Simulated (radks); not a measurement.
Results of a calculation; reference values are marked as such.
Question: All-electron atom: Os in [Xe] 4f14 5d6 6s2 (the NIST ground configuration). Level of theory: scalar-relativistic Kohn-Sham, LDA (Slater exchange, Perdew-Zunger correlation), spin-polarised, spherical densities, finite nucleus; open shells are filled with parallel spins first (spin-orbit coupling, left out, can overturn this in heavy ions); Fermi nuclear charge, rms radius 5.4126 fm (a radial shooting solver on a logarithmic mesh with Libxc functionals). Some entries of the table are withheld. Estimate them.

orbital,occ.,eigenvalue (eV),<r^2> (bohr^2),<1/r> (bohr^-1)
1s up,1,-73784.86,0.0004341,90.35
1s down,1,-73784.85,0.0004341,90.35
2s up,1,-12852.52,0.006651,21.15
2s down,1,-12852.32,0.006651,21.15
2p up,3,-11199.46,0.005535,19.05
2p down,3,-11199.28,0.005535,19.05
3s up,1,-2990.420,0.04307,7.837
3s down,1,-2990.321,0.04307,7.837
3p up,3,-2504.811,0.04393,7.208
3p down,3,-2504.707,0.04393,7.208
3d up,5,-1960.301,0.03639,6.802
3d down,5,-1960.148,0.03639,6.802
4s up,1,-630.2788,0.2108,3.346
4s down,1,-630.0693,0.2108,3.346
4p up,3,-470.8626,0.2404,3.033
4p down,3,-470.6518,0.2403,3.033
4d up,5,-272.6371,0.2773,2.707
4d down,5,-272.3841,0.2770,2.707
5s up,1,-92.3313,1.139,1.335
5s down,1,-90.7598,1.130,1.342
4f up,7,-52.2835,0.3843,2.238
4f down,7,-51.8728,0.3801,2.244
5p up,3,-51.7762,1.555,1.127
5p down,3,-49.8447,1.543,1.134
5d up,5,-7.2758,(1),0.7366
6s up,1,-6.8419,9.648,0.4373
6s down,1,-5.7399,10.77,0.4136
5d down,1,-5.2403,(2),0.7193
6p up,0,-1.5806,22.53,0.2900
6p down,0,-1.1797,27.09,0.2641
7s up,0,-0.0345,378.7,0.08730

Answer: 
(1) 5d up <r^2> (bohr^2): 3.868
(2) 5d down <r^2> (bohr^2): 4.276
